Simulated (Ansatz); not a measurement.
Ansatz (a first-principles code) job for Ga(H)2(NH2) (GaH4N), SMILES [NH2][GaH2], B3LYP-D3(BJ)/def2-TZVP. 

Ansatz 0.2 input:
```yaml
crystal:
  periodic: [false, false, false]
  atoms:
    - {symbol: Ga, position_ang: [0.00000000, -0.00000000, -0.37834589]}
    - {symbol: H, position_ang: [-0.00000000, -1.35182644, -1.13104863]}
    - {symbol: H, position_ang: [-0.00000000, 1.35182644, -1.13104864]}
    - {symbol: N, position_ang: [-0.00000000, 0.00000000, 1.42285219]}
    - {symbol: H, position_ang: [0.00000000, -0.82243622, 2.01542721]}
    - {symbol: H, position_ang: [-0.00000000, 0.82243622, 2.01542721]}
basis:
  gaussian:
    orbitals: def2-TZVP
hamiltonian:
  xc: b3lyp
  dispersion: d3bj
relax: {f_tol: 0.002, max_steps: 200}
```

Log of the run:

```
WARN ansatz: RAYON_NUM_THREADS=1 ignored (pool sized by the plan → 1); use --threads N
Functional definition: B3LYP
integrals: 0.03 GiB planned
734 factors; their error is unknown
mean field: 0.30 GiB planned
mean field evaluation 1: about -53926.5938 eV, gradient 7.1e1 eV
mean field evaluation 2: about -53891.2257 eV, gradient 1.3e2 eV
mean field evaluation 4: about -53935.3815 eV, gradient 6.0e0 eV
mean field evaluation 8: about -53935.4153 eV, gradient 1.9e-1 eV
mean field evaluation 16: about -53935.5625 eV, gradient 2.4e-5 eV
mean field -53935.56254767 eV, -1982.0953647896 hartree, gradient 2.4e-5 eV, S^2 0.000000; 0 other end points of the search recorded, 0 dependent functions left out
the calculation of the forces begins
reference -53935.56277411 eV, -1982.0953731112 hartree; 21, 21 occupied and 82, 82 virtual orbitals, 734 factors
relax step   1: F+E_penalty+E_count = -53935.68545290 eV  Δ(F+E_penalty+E_count) = +0.000e0 eV  max|allowed force component| = 1.108e0 eV/Å  Δτ_max = 0.0000 Å  (28 SCF iters, accepted)
these checks for a lower state are left out or cut short: starts, cluster_reference, orbital_swaps, neighbouring_geometries, increment
integrals: 0.03 GiB planned
734 factors; their error is unknown
mean field: 0.30 GiB planned
mean field -53935.58443414 eV, -1982.0961691025 hartree, gradient 1.1e-5 eV, S^2 0.000000; 0 other end points of the search recorded, 0 dependent functions left out
the calculation of the forces begins
reference -53935.58465978 eV, -1982.0961773947 hartree; 21, 21 occupied and 82, 82 virtual orbitals, 734 factors
relax step   2: F+E_penalty+E_count = -53935.70746246 eV  Δ(F+E_penalty+E_count) = -2.201e-2 eV  max|allowed force component| = 5.880e-1 eV/Å  Δτ_max = 0.0475 Å  (30 SCF iters, accepted)
these checks for a lower state are left out or cut short: starts, cluster_reference, orbital_swaps, neighbouring_geometries, increment
integrals: 0.03 GiB planned
734 factors; their error is unknown
mean field: 0.30 GiB planned
mean field evaluation 32: about -53935.5889 eV, gradient 1.1e-5 eV
mean field -53935.58886517 eV, -1982.0963319399 hartree, gradient 1.1e-5 eV, S^2 0.000000; 0 other end points of the search recorded, 0 dependent functions left out
the calculation of the forces begins
reference -53935.58909065 eV, -1982.0963402260 hartree; 21, 21 occupied and 82, 82 virtual orbitals, 734 factors
relax step   3: F+E_penalty+E_count = -53935.71185127 eV  Δ(F+E_penalty+E_count) = -4.389e-3 eV  max|allowed force component| = 5.493e-2 eV/Å  Δτ_max = 0.0105 Å  (31 SCF iters, accepted)
these checks for a lower state are left out or cut short: starts, cluster_reference, orbital_swaps, neighbouring_geometries, increment
integrals: 0.03 GiB planned
734 factors; their error is unknown
mean field: 0.30 GiB planned
mean field -53935.58904836 eV, -1982.0963386718 hartree, gradient 1.1e-5 eV, S^2 0.000000; 0 other end points of the search recorded, 0 dependent functions left out
the calculation of the forces begins
reference -53935.58927396 eV, -1982.0963469625 hartree; 21, 21 occupied and 82, 82 virtual orbitals, 734 factors
relax step   4: F+E_penalty+E_count = -53935.71213927 eV  Δ(F+E_penalty+E_count) = -2.880e-4 eV  max|allowed force component| = 3.020e-2 eV/Å  Δτ_max = 0.0066 Å  (31 SCF iters, accepted)
these checks for a lower state are left out or cut short: starts, cluster_reference, orbital_swaps, neighbouring_geometries, increment
integrals: 0.03 GiB planned
734 factors; their error is unknown
mean field: 0.30 GiB planned
mean field -53935.58915583 eV, -1982.0963426215 hartree, gradient 1.1e-5 eV, S^2 0.000000; 0 other end points of the search recorded, 0 dependent functions left out
the calculation of the forces begins
reference -53935.58938139 eV, -1982.0963509106 hartree; 21, 21 occupied and 82, 82 virtual orbitals, 734 factors
relax step   5: F+E_penalty+E_count = -53935.71220560 eV  Δ(F+E_penalty+E_count) = -6.633e-5 eV  max|allowed force component| = 1.257e-2 eV/Å  Δτ_max = 0.0018 Å  (32 SCF iters, accepted)
these checks for a lower state are left out or cut short: starts, cluster_reference, orbital_swaps, neighbouring_geometries, increment
integrals: 0.03 GiB planned
734 factors; their error is unknown
mean field: 0.30 GiB planned
mean field -53935.58916240 eV, -1982.0963428629 hartree, gradient 7.8e-6 eV, S^2 0.000000; 0 other end points of the search recorded, 0 dependent functions left out
the calculation of the forces begins
reference -53935.58938797 eV, -1982.0963511525 hartree; 21, 21 occupied and 82, 82 virtual orbitals, 734 factors
relax step   6: F+E_penalty+E_count = -53935.71221014 eV  Δ(F+E_penalty+E_count) = -4.536e-6 eV  max|allowed force component| = 2.548e-3 eV/Å  Δτ_max = 0.0004 Å  (22 SCF iters, accepted)
these checks for a lower state are left out or cut short: starts, cluster_reference, orbital_swaps, neighbouring_geometries, increment
integrals: 0.03 GiB planned
734 factors; their error is unknown
mean field: 0.30 GiB planned
mean field -53935.58916114 eV, -1982.0963428165 hartree, gradient 7.5e-6 eV, S^2 0.000000; 0 other end points of the search recorded, 0 dependent functions left out
the calculation of the forces begins
reference -53935.58938671 eV, -1982.0963511060 hartree; 21, 21 occupied and 82, 82 virtual orbitals, 734 factors
relax step   7: F+E_penalty+E_count = -53935.71221034 eV  Δ(F+E_penalty+E_count) = -1.987e-7 eV  max|allowed force component| = 3.435e-5 eV/Å  Δτ_max = 0.0001 Å  (19 SCF iters, accepted)
integrals: 0.03 GiB planned
734 factors; their error is unknown
mean field: 0.30 GiB planned
mean field evaluation 64: about -53935.5892 eV, gradient 1.6e-5 eV
mean field -53935.58916114 eV, -1982.0963428165 hartree, gradient 1.6e-5 eV, S^2 0.000000; 1 other end points of the search recorded, 0 dependent functions left out
the calculation of the forces begins
reference -53935.58938671 eV, -1982.0963511060 hartree; 21, 21 occupied and 82, 82 virtual orbitals, 734 factors
Total energy: -53935.71243590 eV, -1982.1008730805 hartree
Atom 0 at    -0.000000    -0.000000    -0.398330 Å, force     0.000000    -0.000000    -0.000024 eV/Å
Atom 1 at     0.000000    -1.397083    -1.096025 Å, force    -0.000000    -0.000000    -0.000014 eV/Å
Atom 2 at     0.000000     1.397083    -1.096025 Å, force    -0.000000     0.000000    -0.000014 eV/Å
Atom 3 at    -0.000000     0.000000     1.425381 Å, force    -0.000000    -0.000000     0.000034 eV/Å
Atom 4 at     0.000000    -0.834161     1.989131 Å, force     0.000000    -0.000014     0.000009 eV/Å
Atom 5 at     0.000000     0.834161     1.989131 Å, force    -0.000000     0.000014     0.000009 eV/Å
Dipole moment:     0.000000    -0.000000     0.202416 e Å
```

Self-consistency was reached.
